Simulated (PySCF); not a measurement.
First SCF of a structure search on singlet IrH₄⁻, at a hand-made square planar geometry. PySCF input:

```python
from pyscf import gto, scf, dft
mol = gto.M(atom='''
Ir     0.000000     0.000000     0.000000
H      1.540000     0.000000     0.000000
H      0.000000     1.540000     0.000000
H     -1.540000     0.000000     0.000000
H     -0.000000    -1.540000     0.000000''',
    basis={'Ir': 'x2c-TZVPall', 'H': 'x2c-TZVPall'},
    nucmod='G',
    charge=-1, spin=0)
mf = dft.RKS(mol, xc='PBE0')
mf.grids.atom_grid = (50, 194)
aux = {'Ir': 'AutoAux', 'H': 'AutoAux'}  # AutoAux: made from the orbital basis by basis_set_exchange (get_aux=1)
mf = mf.density_fit(auxbasis=aux).sfx2c1e()
mf.conv_tol = 1e-08
mf.diis_space = 10
mf.max_cycle = 60
mf.init_guess = 'minao'
mf.verbose = 4
mf.kernel()
```

Excerpt of the output (cycles and frontier levels):

```
init E= -17831.4324626959
  HOMO = -0.0707951525590455  LUMO = -0.0643916659379835  gap/eV = 0.17425
cycle= 1 E= -17830.8666380182  delta_E= 0.566  |g|= 2.32  |ddm|= 2.19
cycle= 2 E= -17828.5641866743  delta_E=  2.3  |g|=  4.7  |ddm|= 5.46
  HOMO = -0.0340027768916777  LUMO = -0.0251585322152064  gap/eV = 0.24066
cycle= 3 E= -17831.655608361  delta_E= -3.09  |g|= 0.155  |ddm|= 4.32
  HOMO = -0.0281315543932426  LUMO = 0.0124113824154599  gap/eV = 1.10323
cycle= 4 E= -17831.6615256271  delta_E= -0.00592  |g|= 0.0676  |ddm|= 0.294
  HOMO = -0.0483556834917233  LUMO = 0.00170144880545475  gap/eV = 1.36212
cycle= 5 E= -17831.6627484621  delta_E= -0.00122  |g|= 0.0103  |ddm|= 0.0818
  HOMO = -0.0471738645742091  LUMO = 0.00391662775348012  gap/eV = 1.39024
cycle= 6 E= -17831.6627717717  delta_E= -2.33e-05  |g|= 0.000895  |ddm|= 0.00967
  HOMO = -0.0473079883132837  LUMO = 0.00383541360901729  gap/eV = 1.39168
cycle= 7 E= -17831.6627724319  delta_E= -6.6e-07  |g|= 0.000346  |ddm|= 0.0025
  HOMO = -0.0472965560513689  LUMO = 0.00387370455491221  gap/eV = 1.39241
cycle= 8 E= -17831.6627729231  delta_E= -4.91e-07  |g|= 0.000304  |ddm|= 0.00248
  HOMO = -0.0472967454457396  LUMO = 0.00387324278440149  gap/eV = 1.39241
cycle= 9 E= -17831.6627729497  delta_E= -2.66e-08  |g|= 0.000306  |ddm|= 0.000129
  HOMO = -0.0473284306019905  LUMO = 0.00386039744688249  gap/eV = 1.39292
cycle= 10 E= -17831.6627717175  delta_E= 1.23e-06  |g|= 9.12e-05  |ddm|= 0.01
  HOMO = -0.0473271145994302  LUMO = 0.00386330121470868  gap/eV = 1.39296
cycle= 11 E= -17831.6627716679  delta_E= 4.96e-08  |g|= 1.83e-05  |ddm|= 0.00247
  HOMO = -0.0473292926695668  LUMO = 0.00386000810114906  gap/eV = 1.39293
cycle= 12 E= -17831.662771668  delta_E= -9.46e-11  |g|= 5.18e-06  |ddm|= 7.75e-05
  HOMO = -0.0473286983253236  LUMO = 0.00386167962337325  gap/eV = 1.39296
Extra cycle  E= -17831.662771668  delta_E= -7.28e-12  |g|= 9.85e-06  |ddm|= 1.22e-05
converged SCF energy = -17831.662771668
```

This is not the lowest solution: all starts ended here, but a stability analysis within the same restricted form found one 10.0 kJ/mol lower, at -17831.66656 Eh.

Stability towards spin polarisation was not tested. The basis has no diffuse functions, which an anion would want. With an element this heavy the missing spin–orbit coupling can shift these numbers.

The search for the lowest solution, 3 starts and the stability check together, took 21 s on 4 threads of a shared Arm Neoverse N1 host, with 105 basis functions. Launch command: `OMP_NUM_THREADS=4 python axn.py task.json out`.
